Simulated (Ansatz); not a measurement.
Energy difference R1 → P1 + P2, each structure at its B3LYP-D3(BJ)/def2-TZVP stationary point, reached from a drawn start (curvature not checked).
P1: O atom, charge 0, multiplicity 3.
P2: S atom, charge 0, multiplicity 3.
R1, OS (SMILES O=S) (charge 0, multiplicity 3):
```xyz
2

S      0.00000     0.00000    -0.74495
O      0.00000     0.00000     0.74495
```

P less R. No zero-point or thermal terms; open shells are unrestricted; no spin–orbit coupling.

Cores are frozen in the correlated methods.

Run with Ansatz (Gaussian orbitals). All values are computed, each at the level named.

Problem. What is the computed reaction energy (BLYP/def2-TZVPP)?

Solution. 5.82 eV

Problem. What reaction energy does MP2/cc-pV(D+d)Z give?

Solution. 4.73 eV

Problem. What is the computed reaction energy (B3LYP/def2-TZVPP)?

Solution. 5.46 eV

Ansatz is a program for electronic structure.
